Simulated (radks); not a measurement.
Ionisation ladder of antimony, from Sb XXXIV to Sb XLV. Each ion is in the ground configuration listed by NIST, and IE = E(next ion) - E(this ion). Method: Dirac Kohn-Sham, PBE, spin-unpolarised, spherical densities, finite nucleus; open shells are shared between the two j in proportion to 2j + 1; Fermi nuclear charge, rms radius 4.6802 fm; computed with a radial shooting solver on a logarithmic mesh with Libxc functionals.

| species | configuration | IE, Delta-SCF (eV) | -e(HOMO) (eV) | HOMO | <r> HOMO (bohr) |
|---|---|---|---|---|---|
| Sb XXXIV | [Ar] | ? | 2155.9 | 3p3/2 | 0.296 |
| Sb XXXV | [Ne] 3s2 3p5 | 2293.7 | 2233.9 | 3p3/2 | 0.294 |
| Sb XXXVI | [Ne] 3s2 3p4 | 2372.9 | 2312.5 | 3p3/2 | 0.292 |
| Sb XXXVII | [Ne] 3s2 3p3 | 2452.6 | 2391.6 | 3p3/2 | 0.289 |
| Sb XXXVIII | [Ne] 3s2 3p2 | 2532.7 | 2471.1 | 3p3/2 | 0.287 |
| Sb XXXIX | [Ne] 3s2 3p1 | ? | 2550.9 | 3p3/2 | 0.285 |
| Sb XL | [Ne] 3s2 | 2827.4 | 2789.2 | 3s1/2 | 0.290 |
| Sb XLI | [Ne] 3s1 | ? | 2865.7 | 3s1/2 | 0.288 |
| Sb XLII | [Ne] | 6815.1 | 6616.4 | 2p3/2 | 0.106 |
| Sb XLIII | [He] 2s2 2p5 | 7038.7 | 6837.1 | 2p3/2 | 0.105 |
| Sb XLIV | [He] 2s2 2p4 | ? | 7059.9 | 2p3/2 | 0.104 |
| Sb XLV | [He] 2s2 2p3 | 7491.7 | 7284.6 | 2p3/2 | 0.103 |

Estimate the withheld Delta-SCF values.

Answer. Sb XXXIV: 2215.1 eV (NIST 2190); Sb XXXIX: 2613.0 eV (NIST 2654); Sb XLI: 2904.2 eV (NIST 2900.0); Sb XLIV: 7264.3 eV (NIST 7167).

Beside tabulated values, note that spin-unpolarised runs miss the spin-polarisation part of the exchange energy of open shells.
